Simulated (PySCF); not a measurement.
Compound: C₅H₄BF₂ (charge -1).
Cartesian coordinates in Å at the GFN2-xTB level; atoms count from 1:
```
atom  x, y, z in Å
F1     2.805    0.195    0.035
C2     1.394    0.165    0.017
B3     0.558    1.409    0.021
C4    -0.916    1.120   -0.001
C5    -1.345   -0.181   -0.022
F6    -2.722   -0.445   -0.043
C7    -0.517   -1.291   -0.023
C8     0.861   -1.103   -0.004
H9     1.009    2.508    0.040
H10   -1.694    1.881   -0.002
H11   -0.945   -2.285   -0.040
H12    1.512   -1.974   -0.004
```

The closed-shell ground state was solved at several levels (PySCF, density fitting, gas phase, non-relativistic). No diffuse functions stand in pcJ-1 and pcSseg-1, which bears on an anion's orbital energies.

```
              level  basis functions  total energy (Eh)  HOMO (eV)  LUMO (eV)  gap (eV)
CAM-B3LYP/def2-SVPD              198          -417.0649      -2.26       4.88      7.14
      PBE0/pcSseg-1              156          -417.0240      -0.97       5.00      5.97
```

Problem. Estimate the row for B3LYP/pcJ-1, a basis of 256 functions; the other rows only guide the guess.

Solution. Total energy -417.5352 Eh, HOMO -0.74 eV, LUMO 4.84 eV, gap 5.58 eV.

Problem. Over all these levels, which gives the widest orbital gap and which the narrowest?

Solution. CAM-B3LYP/def2-SVPD (range-separated hybrid) has the widest, 7.14 eV, and B3LYP/pcJ-1 (global hybrid, 20 % exact exchange) the narrowest, 5.58 eV. Functional and basis both differ between the two, so the spread mixes both effects.
